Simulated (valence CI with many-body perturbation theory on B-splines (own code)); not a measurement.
Energy levels of I4+

Level of theory: configuration interaction combined with many-body perturbation theory (CI+MBPT): three valence electrons over a frozen Dirac-Fock core [Kr] 4d10, radial functions for each j: 11 s, 11 p, 9 d, 7 f, 5 g, 2 h, 1 i, with the one-electron correlation potential Σ1, the two-electron term Σ2, the three-electron term Σ3, Breit, model QED; selected CI, second order for the rest, scaled by the run's own slope (own B-spline code, finite nucleus).

No measured spectrum was set against this ion. As an estimate, levels hold to about 250 cm⁻¹ or 0.2 % of their energy and the worst to 1 %, as in measured heavy ions of charge 2 to 7; those with d or f electrons hold less well. Core correlation moves these levels by up to 11000 cm⁻¹, and in measured spectra 5 to 20 % of such shifts remained as error; rates that hang on mixing are uncertain with them.

Levels 46 to 71 of 71, with energies above the lowest level, 5s²5p ²P°_1/2. "Leading %" is the weight of the configuration and term that name the level; weights of strongly mixed levels are sums over their largest components and can fall short. In the jj column 3d3/2^4 stands for four electrons in 3d with j = 3/2. Lifetimes count E1, E2, E3, M1 and M2 decay at the calculated energies, and are blank where another channel may lead or the interval is too uncertain; long ones can be off by a factor of two.

| No. | Configuration | Term | J | E (cm⁻¹) | Leading % | Leading jj | Lifetime | Second component |
| --- | --- | --- | --- | --- | --- | --- | --- | --- |
| 46 | 4f5s5p | ⁴F | 5/2 | 270790 | 47 | 4f7/2 5s 5p1/2 (55 %) | 4.55 ns | 36 % 4f5s5p ²F |
| 47 | 4f5s5p | ⁴F | 9/2 | 270860 | 52 | 4f7/2 5s 5p1/2 (70 %) | 7.02 ns | 42 % 4f5s5p ⁴G |
| 48 | 4f5s5p | ⁴F | 3/2 | 271070 | 88 | 4f5/2 5s 5p1/2 (61 %) | 5.80 ns | 4 % 4f5s5p ⁴D |
| 49 | 4f5s5p | ²F | 7/2 | 271120 | 55 | 4f5/2 5s 5p1/2 (42 %) | 3.48 ns | 15 % 4f5s5p ⁴D |
| 50 | 5s²7s | ²S | 1/2 | 273310 | 97 | 5s^2 7s (97 %) | 178 ps |  |
| 51 | 5s²5f | ²F° | 7/2 | 273490 | 72 | 5s^2 5f7/2 (72 %) | 216 ps | 23 % 5s5p5d ²F° |
| 52 | 5s²5f | ²F° | 5/2 | 273710 | 82 | 5s^2 5f5/2 (82 %) | 258 ps | 13 % 5s5p5d ²F° |
| 53 | 5s5p5d | ²P° | 1/2 | 274420 | 48 | 5s 5p3/2 5d5/2 (42 %) | 104 ps | 41 % 5s5p6s ²P° |
| 54 | 5s5p6s | ⁴P° | 5/2 | 274500 | 98 | 5s 5p3/2 6s (98 %) | 153 ps |  |
| 55 | 4f5s5p | ²F | 5/2 | 274930 | 42 | 4f5/2 5s 5p3/2 (37 %) | 3.27 ns | 28 % 4f5s5p ⁴G |
| 56 | 4f5s5p | ⁴G | 7/2 | 276560 | 29 | 4f5/2 5s 5p3/2 (46 %) | 4.28 ns | 22 % 4f5s5p ²F |
| 57 | 5s5p6s | ²P° | 3/2 | 278120 | 39 | 5s 5p3/2 6s (44 %) | 87.8 ps | 26 % 5s5p5d ²D° |
| 58 | 5s5p5d | ²F° | 7/2 | 278510 | 69 | 5s 5p3/2 5d5/2 (44 %) | 65.3 ps | 22 % 5s²5f ²F° |
| 59 | 4f5s5p | ⁴G | 9/2 | 279010 | 54 | 4f7/2 5s 5p3/2 (64 %) | 6.08 ns | 43 % 4f5s5p ⁴F |
| 60 | 5s5p5d | ²F° | 5/2 | 279150 | 64 | 5s 5p3/2 5d3/2 (66 %) | 56.0 ps | 13 % 5s²5f ²F° |
| 61 | 4f5s5p | ⁴G | 11/2 | 279920 | 97 | 4f7/2 5s 5p3/2 (97 %) | 4.44 ns |  |
| 62 | 5s5p5d | ²P° | 1/2 | 280950 | 81 | 5s 5p3/2 5d3/2 (66 %) | 61.2 ps | 5 % 5s²7p ²P° |
| 63 | 5s5p5d | ²D° | 3/2 | 281660 | 38 | 5s 5p3/2 5d3/2 (48 %) | 60.5 ps | 21 % 5s5p5d ²P° |
| 64 | 5s5p5d | ²D° | 5/2 | 282010 | 71 | 5s 5p3/2 5d5/2 (73 %) | 50.8 ps | 17 % 5s5p5d ²F° |
| 65 | 4f5s5p | ⁴D | 7/2 | 282240 | 62 | 4f7/2 5s 5p3/2 (41 %) | 5.52 ns | 22 % 4f5s5p ⁴F |
| 66 | 5s5p5d | ²P° | 3/2 | 284280 | 56 | 5s 5p3/2 5d5/2 (45 %) | 64.8 ps | 24 % 5s5p6s ²P° |
| 67 | 4f5s5p | ⁴D | 5/2 | 284440 | 80 | 4f5/2 5s 5p3/2 (59 %) | 5.70 ns | 13 % 4f5s5p ⁴F |
| 68 | 4f5s5p | ⁴D | 3/2 | 286000 | 91 | 4f5/2 5s 5p3/2 (82 %) | 6.15 ns | 5 % 4f5s5p ⁴F |
| 69 | 4f5s5p | ²G | 7/2 | 286280 | 71 | 4f7/2 5s 5p3/2 (43 %) | 3.24 ns | 15 % 4f5s5p ²F |
| 70 | 4f5s5p | ⁴D | 1/2 | 286890 | 96 | 4f5/2 5s 5p3/2 (96 %) | 6.22 ns |  |
| 71 | 5s²7p | ²P° | 1/2 | 289470 | 86 | 5s^2 7p1/2 (86 %) | 266 ps | 6 % 5s5p6s ²P° |

Names give the largest LS component (configuration and term), which can be under half, so a name can repeat, a term be missing and a line seem to break the LS rules; names also repeat where a configuration has a term twice.
